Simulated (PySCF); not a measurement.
**[Sc2Cl]+, triplet: computed properties**

All numbers come from PySCF, UPBE0, basis Cl def2-SVP, Sc def2-SVP (no relativity, density fitting).

The structure is a minimum.

| Property | Result |
| --- | --- |
| Point group | C2v |
| Bond lengths | Cl–Sc 2.455 Å (×2), Sc–Sc 2.773 Å |
| Bond angles | Cl–Sc–Sc 55.6° (×2), Sc–Cl–Sc 68.8° |
| Dipole moment about the centre of mass | 3.96 D |
| Lowest empty level (α) | -6.32 eV |
| Zero-point energy | 3.1 kJ/mol |
| Highest occupied level (β) | -8.99 eV |
| Heat capacity Cp at 298.15 K | 56.3 J/(mol K) |
| Rotational symmetry number | 2 |
| Spin squared ⟨S²⟩ | 2.069 |
| Enthalpy at 298.15 K above 0 K | 14.90 kJ/mol |
| Entropy at 298.15 K and 1 bar (electronic part: spin only) | 322.3 J/(mol K) |
| Rotational constants | 0.1631, 0.09755, 0.06104 cm⁻¹ |
| Principal polarisabilities | 78.5, 82.1, 269.0 bohr³ |
| Principal quadrupole moments (Buckingham, traceless) about the centre of mass | -13.48, -12.54, 26.02 D Å |

Harmonic modes (masses in u: Cl 34.969, Sc 44.956):
```tsv
ω (cm⁻¹)	IR (km/mol)
61	108
109	0.1
342	39.6
```

Charges (e):
| atom | Mulliken | Löwdin | polar tensor | spin (Mulliken) | Mayer order to Cl1 |
| --- | --- | --- | --- | --- | --- |
| Cl1 | -0.20 | 0.21 | 0.19 | -0.02 | – |
| Sc2,3 | 0.60 | 0.39 | 0.40 | 1.01 | 0.69 |
Other Mayer orders above 0.3: Sc–Sc 1.44.

Mulliken populations on Cl1: s 5.93, p 11.26, d 0.01.

The spin densities have lower symmetry than the nuclear frame, so modes carry no symmetry labels. This need not be the most stable arrangement of these atoms. Other spin states or occupations of the open shell can lie lower.

The final relaxation and frequency run took 4 min on 2 threads of a shared Arm Neoverse N1 host, with 80 basis functions and 13 gradients; the process peaked at 0.79 GiB. Launch command: `OMP_NUM_THREADS=2 python axn.py task.json out`.
